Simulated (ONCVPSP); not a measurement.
**copper: ONCV pseudisation with LDA (Perdew-Wang 92), scalar-relativistic reference atom.**

```
Element                 : copper
Generator               : ONCVPSP 4.0.1
Type                    : optimised norm-conserving Vanderbilt (ONCV)
Functional              : LDA (Perdew-Wang 92)
Relativity              : scalar-relativistic
Frozen core             : [Ne]
Valence charge          : 19
Reference configuration : 3s2 3p6 3d10 4s1
Partial waves           : 3s+4s: rc 1.10 bohr, ncon 3, nbas 8, qcut 13.8 1/bohr, 3 projectors, debl 2 Ha; 3p: rc 1.00 bohr, ncon 4, nbas 8, qcut 14.6 1/bohr, 3 projectors, debl 1.1 Ha; 3d: rc 0.80 bohr, ncon 4, nbas 9, qcut 18.7 1/bohr, 2 projectors, debl 3.6 Ha
Local potential         : polynomial inside 0.75 bohr (lpopt 5, dvloc0 6 Ha)
Core correction         : Teter function, fcfact 2, rcfact 1.2
```

In the p channel the program set the typed energies aside and used -2.647, 0.250, 1.350 Ha.

All-electron outer shells of the reference configuration (LDA (PZ), scalar-relativistic, ld1.x):

| shell | level (eV) | outermost node (bohr) | outermost maximum (bohr) |
| --- | --- | --- | --- |
| 2p | -916.44 | – | 0.16 |
| 3s | -114.15 | 0.29 | 0.61 |
| 3p | -72.03 | 0.26 | 0.62 |
| 3d | -5.32 | – | 0.60 |
| 4s | -4.87 | 0.89 | 2.24 |

Results:

* Cutoffs needed: 136 Ha and 156 Ha (the cutoffs (Ha) at which the residual kinetic energy of the hardest occupied pseudo-wave falls to 1 and 0.1 mHa per electron)
* Ghost test: no bound ghost flagged; no localised positive-energy state flagged
* Configuration tests: 2 of 4 tests not solved or not reliable
* rms error of d²Exc/dni dnj: 2.37 mHa without and 1.72 mHa with the model core

Generation and tests took about 6 s on one core of a shared server CPU.
